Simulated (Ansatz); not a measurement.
Isolated molecules relaxed with PBE0-D4/def2-TZVP in Ansatz; ΔE leaves out vibrations. CBS: MP2 limit from def2 TZ/QZ plus the TZ coupled-cluster correction, frozen cores. This one scheme is used for every species. Functionals use def2-TZVPP. def2 core potentials past Kr. For Sn outer-core shells are correlated without core-valence functions, which leaves a few kJ/mol of doubt a bond. Each species was taken in one conformer, which may not be the lowest.

Consider the formal exchange of groups at the Si–S bond: `S[SiH2]S` + `[CH3][SnH3]` → `[CH3][SnH2][SiH2]S` + H₂S.

```
             species  r2SCAN energy (Eh)
          `S[SiH2]S`         -1088.29080
       `[CH3][SnH3]`          -256.05406
`[CH3][SnH2][SiH2]S`          -944.95777
                 H₂S          -399.37417
```

Question: Work out ΔE.

Answer: ΔE = (-944.95777) + (-399.37417) − (-1088.29080) − (-256.05406) = 0.01292 Eh = +0.35 eV. CCSD(T)/CBS gives +0.28 eV.

Largest T1 diagnostic among the species: 0.012.

In def2-TZVPP, CCSD(T) changes the Hartree–Fock value by −0.11 eV (the triples alone add −0.01 eV) and MP2 by −0.09 eV. The D4 term adds −0.03 eV with B3LYP and −0.03 eV with PBE0; it sums over pairs of atoms, weighted by their polarisabilities, and B3LYP, whose exchange is more repulsive, gets the larger term.

B3LYP here is the variant with VWN-RPA as its local correlation; programs differ in this.
